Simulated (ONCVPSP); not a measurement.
# Transferability test, ONCV potential for S (Z = 16)

- Element: sulfur
- Generator: ONCVPSP 4.0.1
- Type: optimised norm-conserving Vanderbilt (ONCV)
- Functional: PBEsol
- Relativity: scalar-relativistic
- Frozen core: [Ne]
- Valence charge: 6
- Reference configuration: 3s2 3p4
- Partial waves: 3s: rc 1.10 bohr, ncon 3, nbas 8, qcut 5.4 1/bohr, 2 projectors, debl 2 Ha; 3p: rc 1.50 bohr, ncon 4, nbas 9, qcut 6.5 1/bohr, 2 projectors, debl 2.2 Ha
- Local potential: polynomial inside 0.95 bohr (lpopt 5, dvloc0 4 Ha)
- Core correction: Teter function, fcfact 4.5, rcfact 1.1

Energies are relative to the spin-unpolarised reference configuration 3s2 3p4; without spin polarisation the order of configurations can differ from experiment.

Give the all-electron excitation energy and the error of the potential for: 3s2 3p3; 3s2 3p2; 3s2 3p1; 3s1 3p4.

```tsv
valence configuration	charge	ΔE all-electron (eV)	error AE − PS (meV)
3s2 3p3	+1	11.733	+0.3
3s2 3p2	+2	33.974	+8.7
3s2 3p1	+3	67.974	+43
3s1 3p4	+1	22.580	-3.5
```

Note: ghosts flagged at negative energy: s at -199.7 eV; no localised positive-energy state flagged. A true bound ghost makes a file unfit for plane-wave use.
